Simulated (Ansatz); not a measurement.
Stretching the Zn1–H2 bond in GeH4Zn (SMILES [ZnH][GeH3]) (multiplicity 1 held, fragments rigid). Energies count from the point at 1.556 Å.
Geometry at that point (charge 0, multiplicity 1):
```json
[
 {"atom": "Zn", "x (Å)": "-0.7925", "y (Å)": "-0.1904", "z (Å)": "-0.9931"},
 {"atom": "H", "x (Å)": "-1.7524", "y (Å)": "-0.4211", "z (Å)": "-2.1959"},
 {"atom": "Ge", "x (Å)": "0.6980", "y (Å)": "0.1677", "z (Å)": "0.8747"},
 {"atom": "H", "x (Å)": "1.7617", "y (Å)": "-0.9450", "z (Å)": "1.0057"},
 {"atom": "H", "x (Å)": "1.4762", "y (Å)": "1.4979", "z (Å)": "0.7651"},
 {"atom": "H", "x (Å)": "-0.0473", "y (Å)": "0.2138", "z (Å)": "2.2271"}
]
```

Signs of static correlation in def2-SVP, with CASSCF(2,2), from Ansatz (an electronic-structure program) runs.

```
R (Å)  T1 of restricted CCSD  ⟨S²⟩ of UHF  largest double amplitude of restricted CCSD  weight of the CASSCF reference in MRCISD  CASSCF natural occupations
-----  ---------------------  -----------  -------------------------------------------  ----------------------------------------  --------------------------
1.245                  0.012        0.000                                        0.037                                     0.910                   1.98 0.02
1.401                  0.012        0.000                                        0.035                                     0.911                   1.98 0.02
1.556                  0.012        0.000                                        0.033                                     0.911                   1.98 0.02
1.712                  0.013        0.000                                        0.041                                     0.912                   1.97 0.03
1.867                  0.013        0.000                                        0.060                                     0.912                   1.96 0.04
2.101                  0.015        0.000                                        0.101                                     0.912                   1.93 0.07
2.334                  0.017        0.150                                          ___                                     0.913                   1.90 0.10
2.723                  0.026        0.658                                        0.261                                     0.913                   1.80 0.20
3.112                  0.040        0.868                                        0.397                                     0.912                   1.66 0.34
3.579                  0.061        0.964                                        0.589                                     0.912                   1.44 0.56
4.202                  0.084        1.000                                          ___                                     0.911                   1.22 0.78
4.980                  0.097        1.009                                        1.005                                     0.911                   1.08 0.92
```

Problem. Complete the blanks.

Solution. 
- 2.334, largest double amplitude of restricted CCSD: 0.154
- 4.202, largest double amplitude of restricted CCSD: 0.829

Doubts at one or more of the structures used: a restricted determinant that unrestricted orbitals would lower (R-CCSD(T)/def2-SVP); other coupled-cluster roots lie near (R-CCSD(T)/def2-SVP); T1 above 0.05 (R-CCSD(T)/def2-SVP, U-CCSD(T)/def2-SVP); a spin-contaminated determinant (U-CCSD(T)/def2-SVP).
